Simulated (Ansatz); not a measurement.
Born–Oppenheimer molecular dynamics of FH5W (7 atoms, charge 0, multiplicity 1). It starts from a relaxed structure.

Level of theory: Ansatz 0.2.0, RKS PBE0-D4/def2-SVP.

```
ensemble             : NVT, Nosé–Hoover chain
time step            : 0.25 fs
steps asked          : 166
set temperature      : 3000 K
thermostat           : time constant 50 fs, chain length 3
temperature schedule : 41 steps to 3000 K, then 125 steps to 9000 K
seed                 : 919802
```

First frame:

```xyz
7
Properties=species:S:1:pos:R:3
W 0.380 -0.302 -0.304
H -0.122 0.080 1.211
F 2.097 0.264 0.234
H -0.125 1.212 0.077
H -1.254 -0.040 -0.034
H -0.408 -1.610 0.430
H -0.438 0.396 -1.614
```

Task: What does the run give?

Result: The run went to its last step.

```yaml
steps_done: 166
time_covered: 41.5 fs
mean_temperature_over_the_second_half: 1838 K
spread_of_the_potential_energy_over_the_second_half: 57.1 meV per atom
mean_potential_energy_of_the_second_half_above_the_start: 146.0 meV per atom
```

The conserved energy stayed within 0.27 meV per atom of its start (net change 0.15 meV per atom), so the integration is sound. The schedule's set-point averaged 7008 K over the second half and the system 1838 K, so it lags behind the ramp. A run of 0.042 ps of so small a system gives no equilibrium averages.

Task: What happens to the structure?

Result: The same pairs are bonded in the first frame and the last. Pairs count as bonded within 1.25 times the sum of covalent radii (0.12 Å more for H–H). This is one draw of velocities; another would differ in detail.

Task: How do temperature and energy run in time?

Result: 
| time (fs) | T (K) | potential energy less start (eV) | conserved less start (meV/atom) |
| --- | --- | --- | --- |
| 0.0 | 3000 | 0.000 | 0.00 |
| 2.0 | 2335 | 0.431 | 0.12 |
| 4.0 | 1638 | 0.883 | 0.18 |
| 6.0 | 1453 | 1.003 | 0.08 |
| 8.0 | 878 | 1.379 | 0.17 |
| 10.0 | 516 | 1.616 | 0.21 |
| 12.0 | 803 | 1.433 | 0.20 |
| 14.0 | 1581 | 0.939 | 0.14 |
| 16.0 | 2279 | 0.504 | 0.07 |
| 18.0 | 2233 | 0.556 | 0.09 |
| 20.0 | 1868 | 0.815 | 0.22 |
| 22.0 | 2067 | 0.710 | 0.10 |
| 24.0 | 1982 | 0.793 | 0.15 |
| 26.0 | 1781 | 0.951 | 0.19 |
| 28.0 | 1876 | 0.921 | 0.19 |
| 30.0 | 2246 | 0.719 | 0.15 |
| 32.0 | 2568 | 0.560 | 0.11 |
| 34.0 | 2390 | 0.730 | 0.09 |
| 36.0 | 1552 | 1.319 | 0.16 |
| 38.0 | 854 | 1.799 | 0.26 |
| 40.0 | 1127 | 1.647 | 0.18 |

The run took 7 min on 1 thread of Arm Neoverse V1 (shared host), peak memory 0.14 GiB.
